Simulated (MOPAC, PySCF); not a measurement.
Noncovalent pair: HCl (SMILES Cl) (first 2 atoms) with H2Se (SMILES [SeH2]); geometry from B3LYP-D3(BJ)/def2-TZVP, rigid monomers moved along the line of their centres of mass till H2···Se3 is 2.26 Å.
(charge 0, multiplicity 1):
```xyz
5

Cl     0.27390    -0.68935    -0.39335
H      0.13762    -0.22667     0.81355
Se    -0.01372     0.47117     2.95997
H      1.42207     0.21595     3.15211
H     -0.34978    -0.89369     3.39331
```

Monomers are frozen at their geometry in the pair; levels with a basis set take the counterpoise correction. Rows marked so take none.

Rows in 6-31G*, LANL2DZ carry no dispersion term and start afresh at each structure (6-31G* with six Cartesian d functions); the Pople sets are all-electron and without relativity. LANL2DZ brings its own core potentials from Na on. The state that AM1, PM7 reach isn't checked; PM7 holds dispersion and hydrogen-bond terms.

The values were computed with MOPAC for AM1, PM7 (differences of heats of formation); PySCF for 6-31G* rows, LANL2DZ rows. 

Q: One of these levels gives -2.80 kcal/mol for the interaction energy. Name it.
(A) PM7
(B) BP86/6-31G* (no counterpoise)
(C) AM1
(D) B3LYP/LANL2DZ (no counterpoise)

A: C, AM1. The others give -4.83 (PM7), -3.33 (BP86/6-31G* (no counterpoise)), -2.37 (B3LYP/LANL2DZ (no counterpoise))
